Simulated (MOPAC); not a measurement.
MOPAC input (PM3):

```
PM3 FORCE THERMO(298,298) PRECISE LET UHF MS=0.5 GEO-OK AUX(PRECISION=9) THREADS=1
H3GeSi

Si   -1.28818952 1   -0.24997719 1    0.37988821 1
Ge    0.50807306 1    0.13990956 1    0.01176190 1
H    -1.92352113 1   -0.08155185 1    1.70817058 1
H    -2.25214209 1   -0.76557190 1   -0.62078425 1
H     1.92842602 1    0.44765998 1   -0.28145122 1
```

Output:

```
 *******************************************************************************
 **                                                                           **
 **                              MOPAC v23.2.5                                **
 **                                                                           **
 *******************************************************************************
 ** MOPAC's Digital Object Identifier: https://doi.org/10.5281/zenodo.6511958 **
 **                                                                           **
 ** Please cite the open-source release paper for use of this MOPAC version:  **
 ** J. E. Moussa and J. J. P. Stewart (2026)                                  **
 ** MOPAC: An open-source semiempirical molecular orbital program             **
 ** J. Open Source Softw., 11(119), 8025, https://doi.org/10.21105/joss.08025 **
 *******************************************************************************

                              PM3 CALCULATION RESULTS

 *******************************************************************************
 *  PM3        - The PM3 Hamiltonian to be used
 *  GEO-OK     - OVERRIDE INTERATOMIC DISTANCE AND OTHER SAFETY CHECKS
 *  UHF        - UNRESTRICTED HARTREE-FOCK CALCULATION
 *  MS=        - IN MECI, MAGNETIC COMPONENT OF SPIN =  0.5
 *  LET        - OVERRIDE SOME SAFETY CHECKS
 *  PRECISE    - TIGHTER CRITERIA TO BE USED
 *  FORCE      - FORCE CALCULATION SPECIFIED
 *  AUX        - OUTPUT AUXILIARY INFORMATION
 *  THERMO     - THERMODYNAMIC QUANTITIES TO BE CALCULATED
 *******************************************************************************
PM3 FORCE THERMO(298,298) PRECISE LET UHF MS=0.5 GEO-OK AUX(PRECISION=9) THREADS=1
 H3GeSi

   ATOM   CHEMICAL          X               Y               Z
  NUMBER   SYMBOL      (ANGSTROMS)     (ANGSTROMS)     (ANGSTROMS)

     1      Si         -1.28818952  *  -0.24997719  *   0.37988821  *
     2      Ge          0.50807306  *   0.13990956  *   0.01176190  *
     3       H         -1.92352113  *  -0.08155185  *   1.70817058  *
     4       H         -2.25214209  *  -0.76557190  *  -0.62078425  *
     5       H          1.92842602  *   0.44765998  *  -0.28145122  *

          CARTESIAN COORDINATES

    NO.       ATOM           X           Y           Z

     1        Si         -1.2882     -0.2500      0.3799
     2        Ge          0.5081      0.1399      0.0118
     3         H         -1.9235     -0.0816      1.7082
     4         H         -2.2521     -0.7656     -0.6208
     5         H          1.9284      0.4477     -0.2815

  H: (PM3): J. J. P. STEWART, J. COMP. CHEM. 10, 209 (1989).
 Si: (PM3): J. J. P. STEWART, J. COMP. CHEM. 10, 209 (1989).
 Ge: (PM3): J. J. P. STEWART, J. COMP. CHEM. 12, 320-341 (1991).

           Empirical Formula: H3 Si Ge  =     5 atoms

      MOLECULAR POINT GROUP   :   C2v

          UHF CALCULATION, NO. OF ALPHA ELECTRONS =    6
                           NO. OF BETA  ELECTRONS =    5

          HEAT OF FORMATION =      65.175881 KCALS/MOLE
[...]
 TRANSITION DIPOLE   0.1896         Si1 -- H 3         +23.8% ( 81.9%)     31.8%
 TRAVEL (Ang.)       0.0974         Si1 -- H 4         +23.8% ( 81.9%)     31.7%
 REDUCED MASS       18.1698         Ge2 -- H 5          +3.1% ( 29.4%)    100.0%
 EFFECTIVE MASS     47.5022
 FORCE CONSTANT      1.6368

 VIBRATION          5    2B1         ATOM PAIR     ENERGY CONTRIBUTION    RADIAL
 FREQUENCY           497.84         Si1 -- H 4         +44.3% ( 53.4%)      0.0%
 TRANSITION DIPOLE   0.4647         Si1 -- H 3         +44.2% ( 53.4%)      0.0%
 TRAVEL (Ang.)       0.3879         Ge2 -- H 5          +7.5% ( 22.0%)      0.0%
 REDUCED MASS        0.9000         Si1 -- Ge2          +4.0% ( 16.1%)      0.0%
 EFFECTIVE MASS      3.0479
 FORCE CONSTANT      0.1314

 VIBRATION          6    2A1         ATOM PAIR     ENERGY CONTRIBUTION    RADIAL
 FREQUENCY           786.28         Si1 -- H 4         +48.5% ( 55.5%)      2.2%
 TRANSITION DIPOLE   0.0022         Si1 -- H 3         +48.5% ( 55.5%)      2.2%
 TRAVEL (Ang.)       0.4042         Si1 -- Ge2          +2.7% ( 13.0%)    100.0%
 REDUCED MASS        0.5250         Ge2 -- H 5          +0.4% (  5.1%)    100.0%
 EFFECTIVE MASS      1.7595
 FORCE CONSTANT      0.1912

 VIBRATION          7    3A1         ATOM PAIR     ENERGY CONTRIBUTION    RADIAL
 FREQUENCY          1763.95         Ge2 -- H 5         +99.9% ( 99.9%)    100.0%
 TRANSITION DIPOLE   0.3564
 TRAVEL (Ang.)       0.1964
 REDUCED MASS        0.9915
 EFFECTIVE MASS      1.2063
 FORCE CONSTANT      1.8176

 VIBRATION          8    3B2         ATOM PAIR     ENERGY CONTRIBUTION    RADIAL
 FREQUENCY          1831.68         Si1 -- H 3         +49.9% ( 71.5%)     98.4%
 TRANSITION DIPOLE   0.1369         Si1 -- H 4         +49.9% ( 71.5%)     98.4%
 TRAVEL (Ang.)       0.2670         Si1 -- Ge2          +0.2% (  4.6%)      0.0%
 REDUCED MASS        0.5164
 EFFECTIVE MASS      1.4353
 FORCE CONSTANT      1.0208

 VIBRATION          9    4A1         ATOM PAIR     ENERGY CONTRIBUTION    RADIAL
 FREQUENCY          1850.53         Si1 -- H 4         +49.9% ( 69.9%)     98.6%
 TRANSITION DIPOLE   0.1562         Si1 -- H 3         +49.9% ( 69.9%)     98.6%
 TRAVEL (Ang.)       0.2714         Si1 -- Ge2          +0.1% (  3.5%)    100.0%
 REDUCED MASS        0.4946
 EFFECTIVE MASS      1.2123
 FORCE CONSTANT      0.9979

      SYMMETRY NUMBER FOR POINT-GROUP C2v =  2

          SYSTEM IS A GROUND STATE

 H3GeSi

          MOLECULE IS NOT LINEAR

          THERE ARE  9 GENUINE VIBRATIONS IN THIS SYSTEM
          THIS THERMODYNAMICS CALCULATION IS LIMITED TO
          MOLECULES WHICH HAVE NO INTERNAL ROTATIONS

                    CALCULATED THERMODYNAMIC PROPERTIES
                                          *
   TEMP. (K)   PARTITION FUNCTION   H.O.F.    ENTHALPY  HEAT CAPACITY ENTROPY
                                   KCAL/MOL   CAL/MOLE    CAL/K/MOL  CAL/K/MOL

 298.00  VIB.     0.6014D+01                  1364.2405     8.7151     8.1432
         ROT.     0.5727D+04                   888.2803     2.9808    20.1760
         INT.     0.3444D+05                  2252.5208    11.6959    28.3192
         TRA.     0.1021D+28                  1480.4672     4.9680    39.8240
         TOT.                       65.176    3732.9880    16.6639    68.1433

   *: NOTE: HEATS OF FORMATION ARE RELATIVE TO THE
            ELEMENTS IN THEIR STANDARD STATE AT 298K
              (=  Standard Enthalpy of Formation).

            Hvib:  Zero-point energy is not included.
                   frequencies of less than zero cm-1 are not included.
            Hrot = (3/2)RT
            Htra = (3/2)RT + pV = (5/2)RT

            Heat capacity is Cp, not Cv

          For more information, see: HTTP://OpenMOPAC.net/Manual/thermochemistry.html

           FORCE CONSTANT IN CARTESIAN COORDINATES (Millidynes/A)

    ATOM   CHEMICAL       X               Y               Z
   NUMBER   SYMBOL  FORCE CONSTANT  FORCE CONSTANT  FORCE CONSTANT

      1      Si        3.377490        2.654612        0.592978
      2      Ge        3.480529        0.083246        0.314644
      3       H        0.729787        1.415941        0.059997
      4       H        0.730010        1.415719        0.059997
      5       H        1.824934        0.005046        0.072812

 **********************
 *                    *
 * JOB ENDED NORMALLY *
 *                    *
 **********************

 == MOPAC DONE ==
```
